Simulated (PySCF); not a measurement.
# C₆ coefficients of unlike pairs at UHF

Calculated with PySCF 2.14 from the dipole response of each species, C₆(A,B) = (3/π) ∫ α_A(iu) α_B(iu) du, in atomic units, from isotropic polarisabilities. For ions this is the dispersion term alone; charge-induced terms of lower order in 1/R come first.

```json
{"species": "Ta³⁺", "configuration": "[Xe] 4f14 5d2 (3F)", "basis": "x2c-TZVPPall with one added diffuse shell each of s, p, d, f type (12s8p8d4f1g)", "relativity": "spin-free X2C", "α (bohr³)": "7.064", "C₆ (like pair)": "33.51"}
{"species": "Te²⁺", "configuration": "[Kr] 4d10 5s2 5p2 (3P)", "basis": "aug-cc-pwCVTZ-DK3 (10s9p7d4f1g)", "relativity": "spin-free X2C", "α (bohr³)": "15.51", "C₆ (like pair)": "105.5"}
{"species": "P³⁺", "configuration": "[Ne] 3s2 (1S)", "basis": "aug-cc-pVDZ-DK (5s4p2d)", "relativity": "spin-free X2C", "α (bohr³)": "7.065", "C₆ (like pair)": "18.15"}
{"species": "Sn³⁺", "configuration": "[Kr] 4d10 5s1 (2S)", "basis": "aug-cc-pV5Z-PP with ECP28MDF (8s8p6d4f3g2h)", "relativity": "core potential", "α (bohr³)": "11.21", "C₆ (like pair)": "41.82"}
```

Q: Estimate C₆ for Te²⁺ with Ta³⁺.

A: The integral gives 58.01. The combination rule 2 C_A C_B / (C_A α_B/α_A + C_B α_A/α_B) gives 58.13 and the geometric mean 59.46.

No spin-orbit coupling is included.

The other pairs:

```
      pair     C₆
 P³⁺, Te²⁺  43.19
 P³⁺, Ta³⁺  22.94
Sn³⁺, Ta³⁺  36.15
Sn³⁺, Te²⁺  66.01
 Sn³⁺, P³⁺  27.05
```
